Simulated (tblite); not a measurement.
C₅H₁₅OPSi.
Geometry (GFN2-xTB, Å), atoms numbered from 1 in this order:
```
atom  x, y, z in Å
C1    -2.0266    1.0648    0.9296
O2    -1.9369   -0.2669    0.4923
C3    -1.3573   -0.4432   -0.7877
C4    -1.6062   -1.8956   -1.1830
C5     0.1411   -0.0888   -0.8075
C6     0.9310   -0.8349    0.2664
Si7    2.5478    0.0482    0.7437
P8     1.9795    2.1999    1.0541
H9    -2.5051    1.6988    0.1724
H10   -2.6429    1.0493    1.8272
H11   -1.0459    1.4894    1.1782
H12   -1.8715    0.2202   -1.5079
H13   -2.6748   -2.0876   -1.2197
H14   -1.1669   -2.5590   -0.4444
H15   -1.1729   -2.0991   -2.1583
H16    0.5388   -0.3050   -1.8003
H17    0.2351    0.9914   -0.6469
H18    1.1367   -1.8538   -0.0604
H19    0.2977   -0.9121    1.1536
H20    3.5739   -0.1105   -0.2972
H21    3.0799   -0.4760    2.0059
H22    2.3435    2.6212   -0.2123
H23    3.1971    2.5763    1.5851
```

Method: GFN2-xTB as coded in tblite; computed harmonic values from a numerical Hessian at the method's own geometry, unscaled. Errors from tens to a few hundred cm⁻¹ against measured bands are possible. Modes of hydrogen on phosphorus and silicon can be 10 to 20 % off. One conformer, not necessarily the lowest.

Harmonic wavenumbers (cm⁻¹): 35.5, 50.4, 94.2, 116.1, 126.0, 129.4, 180.6, 195.6, 246.4, 251.5, 295.6, 361.7, 422.7, 471.9, 475.5, 545.2, 579.4, 630.8, 682.4, 694.7, 744.7, 773.9, 791.5, 841.7, 907.6, 935.5, 1019.9, 1044.5, 1088.2, 1096.8, 1129.8, 1134.8, 1151.9, 1172.9, 1200.7, 1226.6, 1263.3, 1310.7, 1328.2, 1354.2, 1396.9, 1410.3, 1468.4, 1472.1, 1474.3, 1484.6, 1496.0, 1498.7, 2192.5, 2224.1, 2311.6, 2399.2, 2798.0, 2891.6, 2911.2, 2923.1, 2963.3, 2984.8, 2996.3, 3018.2, 3043.4, 3049.9, 3060.9.

A = 2035, B = 744.0, C = 602.6 MHz; mass 150.063 u (most abundant isotopes); point group C1, symmetry number 1.

Question: What is the zero-point energy?

Answer: ½Σν̃ = 40786 cm⁻¹ = 116.61 kcal/mol.

Question: What is S at 350 K and 1 bar for an ideal gas of classical rigid rotors and harmonic oscillators?

Answer: Translation 41.75, rotation 30.72, vibration 46.54: S = 119.0 cal/(mol K).

Question: And Cp and H(350 K) − H(0)?

Answer: Cp = 52.64 cal/(mol K), of which vibrations give 44.69 (their classical limit is 63 R = 125.2); H(350 K) − H(0) = 11.03 kcal/mol without the zero-point energy, 8.25 from vibrations.

Question: Blend soft modes into free rotors: weight 1/[1 + (100 cm⁻¹/ν̃)⁴] for the oscillator and the rest for a rotor with moment μB/(μ + B), μ = h/(8π²ν), B = 10⁻⁴⁴ kg m². What vibrational entropy results?

Answer: 42.49 cal/(mol K) in place of 46.54, which changes −T·S at 350 K by +1.42 kcal/mol.

Question: Which modes carry the vibrational entropy at 350 K?

Answer: 35.5 cm⁻¹: 5.81; 50.4 cm⁻¹: 5.12; 94.2 cm⁻¹: 3.88; 116.1 cm⁻¹: 3.48; 126.0 cm⁻¹: 3.32; 129.4 cm⁻¹: 3.26 cal/(mol K); the other 57 give 21.66 together.

Question: What must be added to the electronic energy to get the Gibbs energy at 350 K and 1 bar?

Answer: ZPE + [H(350 K) − H(0)] − T·S = 116.61 + 11.03 − 41.65 = 85.99 kcal/mol.

Question: How do the functions run with temperature in this model?

Answer: 
```csv
T (K),S (cal/(mol K)),Cp (cal/(mol K)),H − H(0) (kcal/mol),G − H(0) (kcal/mol),ln q(vib)
150,85.7,29.2,2.85,-10.01,4.52
250,103.4,40.9,6.35,-19.50,8.12
298.15,111.1,46.6,8.45,-24.66,9.79
400,126.4,58.2,13.80,-36.76,13.25
600,153.7,76.7,27.39,-64.83,19.75
900,188.6,95.1,53.38,-116.34,28.80
```

q(vib) and H(0) count from the zero-point level.

Hindered rotation and anharmonicity are outside this model. Other conformers, if any are populated, would add a mixing term that is left out. The structure is chiral; the term R ln 2 for an equal mix with its mirror image is left out.
